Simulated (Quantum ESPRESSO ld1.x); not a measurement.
Problem. These are the eigenvalues of the occupied orbitals of an atom or ion with whole-number occupations (hartree). Method: non-relativistic Kohn-Sham, LDA (Slater exchange, VWN5 correlation), spin-polarised, spherical densities, point nucleus; computed with ld1.x of Quantum ESPRESSO 7.5.

1s: -117.2362
2s: -14.0247
2p: -11.7006
3s: -3.4449
4s: -1.3521

Which element is it, and in what charge state? The configuration may be excited. Open shells, if any, are filled with parallel spins first.

Solution. Z = 18, argon, charge +4: Ar4+ in [Ne] 3s2 4s2. The list shows which subshells hold electrons but not how many an open one holds; the 1s level, -117.24 hartree, gives Z - s = 15.3 by -(Z - s)^2/2, which with screening narrows Z to a few neighbours, and the depths of the outer levels then fix element, charge and occupations together.
